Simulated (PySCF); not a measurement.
# Structure revision by computed shifts

A compound C5H10NPSi gives the data below (simulated from a calculation) and was assigned the structure `C/N=C/C#C[Si@@H](C)P`.

13C{1H} NMR (computed): δ 154.5 (C), 132.1 (CH2), 102.9 (CH), 93.1 (C), 25.5 (CH3).

1H NMR (600 MHz, computed): δ 6.05 (m, 1H), 5.87 (m, 1H), 2.12 (s, 3H), 2.09 (s, 1H), 1.33 (m, 2H), 0.75 (br s, 2H).

[PySCF 2.14: PBE0/pcSseg-1 with gauge-including orbitals; structure optimised with GFN2-xTB; isolated molecule; non-relativistic Hamiltonian; single conformer; one averaged value for each set of equivalent atoms]

Chemical shifts δ = σref − σ; TMS for 1H (σref 31.72) and 13C (σref 186.93), all at this level.

Problem. Compare with the shifts computed for the proposed structure, pairing carbons in order of shift.

Solution. Numbering as in the mapped SMILES `[CH3:1]/[N:2]=[CH:3]/[C:4]#[C:5][Si@@H:6]([CH3:7])[PH2:8]` (H(Xn): hydrogen on atom n).

```tsv
atom	computed for proposal	given list	difference
C3	146.9	154.5	-7.6
C4	114.1	132.1	-18.0
C5	101.6	102.9	-1.3
C1	52.6	93.1	-40.5
C7	-1.4	25.5	-26.9
```

The rms difference is 23.4 ppm and the largest -40.5 ppm at C1 (methyl carbon bonded to N). The carbon types in order of shift don't match either: CH, C, C, CH3, CH3 for the proposal against C, CH2, CH, C, CH3 in the data. The proposal doesn't fit.

Problem. Which isomer fits?

Solution. `InChI=1S/C5H10NPSi/c1-4-8(6,7)5(2)3/h1H,2,6-7H2,3H3/t8-/m1/s1`.

- δC 154.5: fully substituted alkene carbon; as expected for a trigonal carbon in a double bond.
- δC 132.1: terminal =CH2 carbon; an sp2 carbon of a C=C bond.
- δC 102.9: terminal alkyne carbon; sp carbons lie upfield of alkene carbons because the cylindrical π system leaves one tensor component strongly shielded.
- δC 93.1: alkyne carbon; the triple bond shields along its axis, which puts it between sp3 and sp2 carbons.

Other isomers checked: C=C[C@@H](C#N)[Si@H](C)P (rms 34.8 ppm).

The data come from this structure; uniqueness wasn't tested.

Exchangeable OH/NH protons stand at their gas-phase positions; hydrogen bonding in a real sample shifts them, mostly to higher δ. Splittings by 31P in the carbon and heteronuclear signals aren't shown, as no couplings were computed. Shifts are as computed. Against solution values, carbons near 30 ppm lie about +3 ppm off and those near 130 ppm about +5 ppm. Of 1211 compounds with measured shifts, 218 miss one by over three times the rms of a fit or turn the order of signals round; such compounds aren't used in these exercises. No couplings were computed; multiplicities are counted from neighbouring protons, with m where these are inequivalent, close in shift, in a saturated or five-membered ring or joined by F or P, and br s for small geminal =CH2 splittings.
